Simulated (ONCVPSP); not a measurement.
## What one change does to a pseudopotential (fluorine, ONCV)

```
Element                 : F
Generator               : ONCVPSP 4.0.1
Type                    : optimised norm-conserving Vanderbilt (ONCV)
Functional              : LDA (Perdew-Zunger)
Relativity              : scalar-relativistic
Frozen core             : [He]
Valence charge          : 7
Reference configuration : 2s2 2p5
Partial waves           : 2s: rc 0.80 bohr, ncon 5, nbas 8, qcut 7.2 1/bohr, 2 projectors, debl 2.5 Ha; 2p: rc 1.35 bohr, ncon 4, nbas 8, qcut 11.5 1/bohr, 2 projectors, debl 0.9 Ha; d scattering state at 0.08 Ha: rc 1.40 bohr, ncon 4, nbas 8, qcut 8.1 1/bohr, 1 projector
Local potential         : polynomial inside 0.50 bohr (lpopt 5, dvloc0 2 Ha)
Core correction         : none
```

Change: all radii scaled by about 0.79 (s 0.64, p 1.06, d 1.10 bohr); local potential polynomial inside 0.40 bohr (lpopt 5, dvloc0 2 Ha).

Cutoffs: the cutoffs (Ha) at which the residual kinetic energy of the hardest occupied pseudo-wave falls to 1 and 0.1 mHa per electron; they do not see the model core or the augmentation charge, which bear on the density cutoff. Errors are all-electron minus pseudo energies relative to the spin-unpolarised reference configuration.

Q: What does the change do?

A: The potential gets neither clearly harder nor softer (200 Ha and 250 Ha → 126 Ha and 265 Ha); of the 4 tests that both files solve, the error grows in 0 and shrinks in 4 by more than 15 % and 0.3 meV (median size 95.2 → 41.7 meV); neither file shows a bound ghost. Less of the atom is replaced, so other configurations are described better.

```csv
quantity,base,changed
"cutoff, loose",200 Ha,126 Ha
"cutoff, tight",250 Ha,265 Ha
loose cutoff by channel,"s 200 Ha, p 42 Ha","s 126 Ha, p 51 Ha"
bound ghosts,none,none
GHOST(+) flags under 300 eV,none,none
"error for 2s2 2p4, meV [ΔE 19.56 eV]",+21,+7.8
"error for 2s2 2p3, meV [ΔE 58.07 eV]",+170,+76
"error for 2s2 2p2, meV [ΔE 118.80 eV]",+664,+321
"error for 2s1 2p5, meV [ΔE 38.21 eV]",-12,+2.8
```
